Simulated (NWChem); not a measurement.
vinylene carbonate (C$_{3}$H$_{2}$O$_{3}$); SMILES O=c1occo1

Computed with NWChem. Level PBE/def2-SVP: optimisations from one semi-empirical or force-field start; each run changes one setting, and all end within 0.3 mHa of each other.

| setting | optimisation steps |
|---|---|
| redundant internal coordinates, default thresholds | 4 |
| loose thresholds | 2 |
| no line search | 4 |
| Cartesian coordinates | 5 |
| symmetry off | 4 |
